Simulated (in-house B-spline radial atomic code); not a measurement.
# Ionising As IX (As8+) with different functionals

Computed with a B-spline radial code for spherical atoms: non-relativistic Hamiltonian, point nucleus, spin-polarised at highest spin, spherical fractional occupations for the functionals, the average over the highest-spin determinants for Hartree-Fock. The ionisation energy is the difference of two self-consistent energies, [Ar] 3d7 → [Ar] 3d6, without Breit or QED terms; ε is the level of the shell that loses the electron (its least bound occupied spin orbital). There is no spin-orbit coupling in this Hamiltonian.

Hybrids are left out here: with spherical fractional occupations of an open shell their exact exchange keeps a self-interaction that integer-occupation calculations don't have.

```tsv
method	rung	ΔSCF (eV)	-ε(3d) (eV)
Hartree-Fock	Hartree-Fock	213.21	216.26
LDA VWN5	LDA	?	?
LDA PW92	LDA	?	?
LDA exchange-only	LDA	213.49	196.80
PBE	GGA	215.67	198.92
PBEsol	GGA	215.63	198.88
BLYP	GGA	215.58	198.81
RPBE	GGA	215.55	198.81
PW91	GGA	215.90	199.14
BP86	GGA	215.86	199.08
AM05	GGA	215.70	198.94
OLYP	GGA	216.17	199.47
TPSS	meta-GGA	215.41	198.70
SCAN	meta-GGA	214.95	198.52
r2SCAN	meta-GGA	215.05	198.61
M06-L	meta-GGA	214.97	198.55
revTPSS	meta-GGA	215.13	198.47
```

(1) What does LDA PW92 give?

(2) What does LDA VWN5 give?

(3) How do they compare with the NIST value?

## Answers

(1) ΔSCF 216.12 eV, and -ε(3d) = 199.34 eV.

(2) ΔSCF 216.13 eV, and -ε(3d) = 199.35 eV.

(3) NIST lists 213 eV ± 2.2 (tabulated theory, ground level to ground level). Errors run from +0.21 to +3.17 eV; all lie within about twice that uncertainty, so the table can't rank the methods. Hartree-Fock also lacks correlation.
